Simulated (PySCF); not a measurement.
**From computed data to an observable: oscillator strength and radiative lifetime**

propylene glycol (C3H8O2), SMILES OCC(O)C.

Geometry optimised at PBE0-D3(BJ)/def2-SVP. The values are those of a single conformer.

PySCF 2.14.0 with TDDFT-M06-2X/def2-SVPD puts the first singlet state with f over 0.02 at 8.46 eV (vertical), with the transition dipole (-0.127, 0.069, -0.479) in atomic units.

Q: Find the oscillator strength, the wavelength and the radiative lifetime that this transition would have in vacuum if emission retraced absorption.

A: 
|μ|² = 0.2503 au, so |μ| = 1.27 D. ΔE = 8.46/27.211 = 0.3109 hartree. f = (2/3) ΔE |μ|² = 0.052 (the program prints 0.052).
λ = 1239.84/8.46 = 147 nm; ν = 68234 cm⁻¹.
Einstein's coefficient A = 0.6670 ν² f s⁻¹ (ν in cm⁻¹) = 1.6e8 s⁻¹, so τ = 1/A = 6.2 ns. This state is S4; the lower singlets have f = 0.002, 0.019, 0.013. The figure is the radiative limit of this one transition; relaxation, internal conversion, crossing to triplets and a medium change what is measured.
